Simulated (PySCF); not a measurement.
Polarisability and C₆ of Rh (rhodium, neutral)

[Kr] 4d8 5s1, high-spin 4F determinant. All numbers are calculated (PySCF 2.14, scalar relativity by spin-free X2C-1e, in aug-cc-pwCVTZ-DK). Coupled (time-dependent) response in atomic units; α is the mean over directions.

```tsv
method	mean α (bohr³)	C₆ (like pair)	S(−4)
PBE	53.74	465.4	1925
```

S(−4) is the Cauchy moment in α(ω) = α(0) + S(−4) ω² + …

Reference α: 66 ± 10 bohr³ (recommended; Schwerdtfeger and Nagle, table of static dipole polarizabilities (2023 update)). Published C₆: 708.0 (Gould and Bucko (2016)).

Spin-orbit coupling is absent.

α(iu) at PBE:

| u (hartree) | α(iu) (bohr³) |
| --- | --- |
| 0 | 53.74 |
| 0.0500 | 49.44 |
| 0.100 | 40.59 |
| 0.200 | 26.07 |
| 0.300 | 18.29 |
| 0.500 | 11.32 |
| 0.750 | 7.578 |
| 1.00 | 5.554 |
| 1.50 | 3.406 |
| 2.00 | 2.316 |
| 3.00 | 1.275 |
| 5.00 | 0.5579 |

A single London oscillator, α(iu) = α/(1 + u²/ω²), gives C₆ = (3/4) ω α². Matching the computed C₆ needs ω = 4 × 465.4 / (3 × 53.74²) = 0.215 hartree.
